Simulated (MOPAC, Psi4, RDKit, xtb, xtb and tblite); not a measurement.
Two geometries of SMILES OB([SiH2][SiH2][SiH3])O (H9BO2Si3), singlet, relaxed at GFN2-xTB with one dihedral held; other torsions can differ between them too.

Structure A

```
15

O      2.7531     1.2628     0.9586
B      1.4963     1.0571     0.4648
O      0.4863     1.6406     1.1534
Si     0.8819    -0.3200    -0.8054
Si    -1.0842    -1.2446     0.0159
Si    -2.1424     0.0189     1.6395
H      3.4977     1.1663     0.3700
H      0.7461     2.2126     1.8795
H      0.6592     0.1831    -2.1754
H      1.9272    -1.3400    -1.0432
H     -0.8215    -2.5951     0.5520
H     -2.0156    -1.5236    -1.0922
H     -1.3610     0.1052     2.8774
H     -3.4350    -0.5458     2.0514
H     -2.4377     1.3865     1.2104
```

Structure B

```
15

O      2.5949     1.2287     1.0868
B      1.4678     1.0996     0.3155
O      0.5479     2.0853     0.4410
Si     0.7099    -0.5539    -0.4392
Si    -1.2577    -0.9988     0.7204
Si    -2.2559     0.8718     1.6462
H      3.4377     0.9529     0.7377
H      0.8054     2.8377     0.9794
H      0.4001    -0.4829    -1.8790
H      1.6461    -1.6975    -0.3836
H     -1.0065    -1.9844     1.7910
H     -2.2189    -1.7104    -0.1411
H     -1.4288     1.4667     2.7022
H     -3.5476     0.5989     2.2885
H     -2.5198     1.9258     0.6654
```

**Question.** Which is lower in energy at the level PBE0-D3(BJ)/def2-TZVP // GFN2-xTB (Psi4 1.11), and by how much?

**Answer.** A is lower, by 10.07 kJ/mol (dihedral H7–O1–B2–Si4: 40° in A, 60° in B).

E(B) − E(A) in kJ/mol at the other levels, on the same two geometries: GFN2-xTB (xtb and tblite) 11.17; PBE0/def2-TZVP // GFN2-xTB (Psi4) 10.07; PBE/def2-TZVP // GFN2-xTB (Psi4) 9.42; PBE-D3(BJ)/def2-TZVP // GFN2-xTB (Psi4) 9.48; UFF // GFN2-xTB (RDKit) -17.90; PM3, restricted, heats of formation // GFN2-xTB (MOPAC) 6.68; PM7, restricted, heats of formation // GFN2-xTB (MOPAC) 3.88; GFN1-xTB // GFN2-xTB (xtb) 15.06.
